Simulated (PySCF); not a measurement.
**Ionisation energy of Ga⁺ by level of theory**

Ga⁺ [Ar] 3d10 4s2 (1S) → Ga²⁺ [Ar] 3d10 4s1 (2S), as a difference of total energies. All numbers are calculated (PySCF 2.14, scalar relativity by spin-free X2C-1e, in x2c-SVPall (5s4p3d, 32 functions)). Correlated levels: valence: [Ar] 3d10 frozen. The calculations carry no spin-orbit coupling.

| method | ionisation energy (eV) | error (eV) |
| --- | --- | --- |
| UHF | 18.759 | -1.756 |
| PBE | 20.822 | +0.307 |
| TPSS | 20.549 | +0.034 |
| MP2 (valence) | 19.419 | -1.096 |
| SCS-MP2 (valence) | 19.552 | -0.963 |
| CCSD (valence) | 19.735 | -0.780 |

Reference: 20.515 eV (measured; NIST Atomic Spectra Database, ionization energies).

Errors of the correlated levels include the incompleteness of this basis and the frozen core.

With two correlated electrons CCSD is exact in that space.
